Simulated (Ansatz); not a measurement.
Stepwise reaction of `[F][Ge]([SH])([Cl])[Cl]` with hydrogen, as a gas-phase model of exchange steps in deposition or etching. ΔE in kJ/mol; ΔG adds harmonic PBE0-D4 terms to CCSD(T)/CBS, at 1 bar.

Computed with Ansatz on PBE0-D4/def2-TZVP structures; ΔE is electronic, products minus reactants. CBS: MP2 limit from def2 TZ/QZ plus the TZ coupled-cluster correction, frozen cores. This one scheme is used for every species. Functionals use def2-TZVPP. B3LYP here is the variant with VWN-RPA as its local correlation; programs differ in this. For Ge outer-core shells are correlated without core-valence functions, which leaves a few kJ/mol of doubt a bond. Scalar relativity is left out up to krypton. One conformer a species, not always the lowest.

```csv
step,reaction,PBE-D4,B3LYP-D4,ωB97M-V,CCSD(T)/CBS,ΔG(500 K)
1,`[F][Ge]([SH])([Cl])[Cl]` + H₂ → `[F][GeH]([SH])[Cl]` + HCl,51.1,50.8,49.3,47.5,41.2
```

Question: Give the row of step 2, `[F][GeH]([SH])[Cl]` + H₂ → `[F][GeH2][SH]` + HCl. (Estimate.)

Answer: Ansatz gave: 
```json
{"step": "2", "reaction": "`[F][GeH]([SH])[Cl]` + H₂ → `[F][GeH2][SH]` + HCl", "PBE-D4": "58.9", "B3LYP-D4": "58.1", "ωB97M-V": "57.5", "CCSD(T)/CBS": "55.6", "ΔG(500 K)": "50.8"}
```

Question: By hand: ΔE of the 2 steps together at CCSD(T)/CBS.

Answer: (47.5) + (55.6) = 103.1 kJ/mol, or 51.5 kJ/mol a step.

In ΔE each step is higher than the one before. All are uphill at CCSD(T)/CBS. ΔG lies between 41.2 and 50.8 kJ/mol a step. PBE-D4 differs from CCSD(T)/CBS by 3.3 to 3.6 kJ/mol a step. Isolated molecules leave out the surface, adducts and barriers. Largest T1 diagnostic: 0.012.
